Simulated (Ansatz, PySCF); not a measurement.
C3H7BO3, SMILES OB1[C@@H](CCO1)O. Atoms are numbered in the order given.

```xyz
14

O      2.1161     0.0360     0.0928
B      0.7945    -0.2362    -0.0340
O      0.2756    -1.4972     0.0368
C     -1.1553    -1.4352    -0.1103
C     -1.5569     0.0113     0.2108
C     -0.3507     0.8395    -0.2635
O     -0.2487     2.0666     0.4405
H      2.6501    -0.7542     0.2535
H     -1.6132    -2.1781     0.5600
H     -1.4144    -1.7103    -1.1481
H     -1.6461     0.1503     1.3011
H     -2.5185     0.2946    -0.2448
H     -0.4556     1.0246    -1.3580
H      0.6785     2.3364     0.4214
```
Charge 0, spin multiplicity 1.

Geometry: B3LYP-D3(BJ)/def2-SVP. The structure was generated by enumeration; whether it is a known compound was not checked. The values are those of a single conformer.

Two levels are set side by side: PBE-D3(BJ)/def2-SVP (Ansatz, a quantum-chemistry and plane-wave program) and B3LYP-D3(BJ)/def2-SVP (Ansatz). Each level has its own optimised geometry; the coordinates shown are those of the second. Frequencies come from the Hessian of PySCF at each geometry. Differences are taken from unrounded values.

```
quantity                            B3LYP-D3(BJ)
----------------------------------  ------------
mean bond length (Å)                       1.264
bond O1–B2 (Å)                             1.355
bond B2–O3 (Å)                             1.365
bond B2–C6 (Å)                             1.588
bond O3–C4 (Å)                             1.440
bond C4–C5 (Å)                             1.535
bond C5–C6 (Å)                             1.538
bond C6–O7 (Å)                             1.418
bond O1–H8 (Å)                             0.967
bond C4–H9 (Å)                             1.100
bond C4–H10 (Å)                            1.105
bond C5–H11 (Å)                            1.103
bond C5–H12 (Å)                            1.101
bond C6–H13 (Å)                            1.115
bond O7–H14 (Å)                            0.966
highest harmonic wavenumber (cm⁻¹)          3829
mean harmonic wavenumber (cm⁻¹)             1372
zero-point energy (kcal/mol)               70.61
```

Problem. What does PBE-D3(BJ) give, and how far is it from B3LYP-D3(BJ)? (The exact figures need the calculation; the answer reports its results.)

Solution. 
```csv
quantity,PBE-D3(BJ),PBE-D3(BJ) minus B3LYP-D3(BJ)
mean bond length (Å),1.271,0.007
bond O1–B2 (Å),1.364,0.009
bond B2–O3 (Å),1.375,0.010
bond B2–C6 (Å),1.591,0.004
bond O3–C4 (Å),1.446,0.006
bond C4–C5 (Å),1.536,0.001
bond C5–C6 (Å),1.541,0.003
bond C6–O7 (Å),1.423,0.004
bond O1–H8 (Å),0.976,0.008
bond C4–H9 (Å),1.109,0.009
bond C4–H10 (Å),1.113,0.009
bond C5–H11 (Å),1.111,0.008
bond C5–H12 (Å),1.109,0.008
bond C6–H13 (Å),1.125,0.010
bond O7–H14 (Å),0.974,0.008
highest harmonic wavenumber (cm⁻¹),3719,-111
mean harmonic wavenumber (cm⁻¹),1333,-39
zero-point energy (kcal/mol),68.59,-2.01
```

Exact exchange shortens and stiffens bonds; PBE has none. Differences between two approximate levels are no errors against the true value.
